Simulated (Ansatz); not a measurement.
Ansatz results at the PBE0-D4/def2-TZVP geometry: HOMO–LUMO gap (PBE/def2-TZVPP) 3.89 eV; size of the dipole moment (ωB97M-V/def2-TZVPP) 1.27 D; LUMO energy (PBE/def2-TZVPP) -1.18 eV.

Each molecule was computed in one conformer, which needn't be the lowest.

Problem. Which molecule gave them?
A. `NC1=C[SiH2]C1`
B. `CSC1[SiH2][SiH2]1`
C. `B1C[SiH2]B[SiH2]1`
D. `C=CBC=C`

Solution. B. The others give `B1C[SiH2]B[SiH2]1`: 2.57, 1.07, -3.61; `NC1=C[SiH2]C1`: 4.84, 2.57, -0.25; `C=CBC=C`: 3.79, 0.33, -3.05.
